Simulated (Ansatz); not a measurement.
Consider the ligand exchange at the Si–F bond: `N[Si](F)([SiH3])Cl` + silanol → `N[Si]([SiH3])(Cl)O[SiH3]` + H–F.

Calculated with Ansatz (gas phase, PBE0-D4/def2-TZVP geometries, no zero-point term in ΔE). CCSD(T)/CBS adds triple-zeta CCSD(T) − MP2 to the extrapolated MP2 energy (def2 sets, frozen cores). This one scheme is used for every species. Functionals use def2-TZVPP. B3LYP here is the variant with VWN-RPA as its local correlation; programs differ in this. Each species was taken in one conformer, which may not be the lowest.

```
             level  ΔE (kcal/mol)  difference from CCSD(T)/CBS
            PBE-D4            5.2                          1.4
          B3LYP-D4            4.4                          0.6
           ωB97X-V            5.5                          1.7
            B2PLYP            6.2                          2.4
              PBE0            6.4                          2.6
     HF/def2-TZVPP            6.8                          3.0
    MP2/def2-TZVPP            3.3                         -0.5
     HF/def2-QZVPP            6.9                          3.1
    MP2/def2-QZVPP            3.3                         -0.5
SCS-MP2/def2-QZVPP            4.2                          0.4
       CCSD(T)/CBS            3.8                            0
```

Largest T1 diagnostic among the species: 0.012.

From PBE to PBE0 (25 % exact exchange), in def2-TZVPP and without D4, ΔE moves by −1.0 kcal/mol. The D4 term adds −3.4 kcal/mol with B3LYP and −2.0 kcal/mol with PBE0; it sums over pairs of atoms, weighted by their polarisabilities, and B3LYP, whose exchange is more repulsive, gets the larger term.
